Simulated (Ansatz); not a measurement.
Basis-set extrapolation for `[OH][Al]([SH])[CH2]F` (PBE0-D4/def2-TZVP geometry, frozen core, Ansatz). Multiplicity 1, RHF reference.

```csv
,def2-TZVPP,def2-QZVPP
HF,-854.159985,-854.188288
MP2 correlation,-0.910420,-0.988229
CCSD(T) correlation,-0.980639,not run
```

Energies in hartree. Use E(X) = E(∞) + A·exp(−7.88·√X) for Hartree–Fock and E(X) = E(∞) + B·X^(−2.97) for correlation, with X = 3 and 4, and add CCSD(T) minus MP2 of the smaller set to the MP2 limit.

Problem. What is the CCSD(T) energy at the basis-set limit?

Solution. HF limit: -854.188288 + (-0.028303) × 0.13774 = -854.19219. MP2 limit: -0.988229 + (-0.077809) × 0.74074 = -1.04587. Higher-order term: -0.980639 − (-0.910420) = -0.07022. Total: -855.30828 hartree, 105.2 kcal/mol below CCSD(T)/def2-TZVPP.
